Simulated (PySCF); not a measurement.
Computed data sheet: 1,2,4-tricyanobenzene (`N#CC1=CC(C#N)=C(C#N)C=C1`)

Compound: 1,2,4-tricyanobenzene, C9H3N3.
Numbering: `[N:1]#[C:2][c:3]1[cH:4][cH:5][c:6]([C:7]#[N:8])[c:9]([C:10]#[N:11])[cH:12]1` (hydrogens: H13 on C4; H14 on C5; H15 on C12)

Some functional groups and rings: nitrile and benzene ring.

**GFN2-xTB geometry**

```yaml
Point_group_of_the_GFN2-xTB_geometry: Cs
Rotational_constants_A_B_C_of_the_GFN2-xTB_geometry: 1.930, 0.641, 0.481 GHz
```

**PBE0/pcSseg-1 ground state and GIAO shieldings, non-relativistic (PySCF)**

```yaml
Dipole_moment: 3.84 D
HOMO_energy: -8.80 eV
LUMO_energy: -3.39 eV
HOMO–LUMO_gap: 5.41 eV
Lowest_Hirshfeld_atomic_charge: -0.19 e on N1
Highest_Hirshfeld_atomic_charge: +0.08 e on C2, C7, C10, H13, H14, H15
13C_chemical_shifts_computed_TMS_as_zero_by_class: 145.6 (C12), 142.4 (C4), 141.2 (C5), 125.2 (C6), 123.6 (C9), 122.0 (C2), 121.7 (C3), 120.5 (C7), 120.0 (C10) ppm
1H_chemical_shifts_computed_TMS_as_zero_by_class: 8.29 (H15), 8.13 (H13), 8.12 (H14) ppm
Isotropic_shieldings_of_nuclei_other_than_C_and_H_by_class: -72 (N8), -69 (N11), -62 (N1) ppm
Mayer_bond_orders_between_heavy_atoms: N1–C2 3.02, C2–C3 1.04, C3–C4 1.36, C4–C5 1.45, C5–C6 1.38, C6–C7 1.05, C7–N8 3.00, C6–C9 1.28, C9–C10 1.04, C10–N11 3.00, C9–C12 1.39, C12–C3 1.36
```

Monoisotopic mass from the formula: 153.0327 u.

With B = h/(8π²I), that is 505.379 GHz u Å² over I, the principal moments of inertia are 261.8, 788.3 and 1050.1 u Å² (most abundant isotopes). The dipole equals about 12.8 × 10⁻³⁰ C·m (1 D = 3.33564 × 10⁻³⁰ C·m). The rotational constants make it an asymmetric top with κ = (2B − A − C)/(A − C) = -0.78, nearer the prolate limit (−1).

Geometry: GFN2-xTB; no solvent, vibrations or thermal averaging.

For the NMR shielding job (PBE0/pcSseg-1), hardware: one thread of an Arm Neoverse V2, on a shared host. Cost: 42 s of wall time.
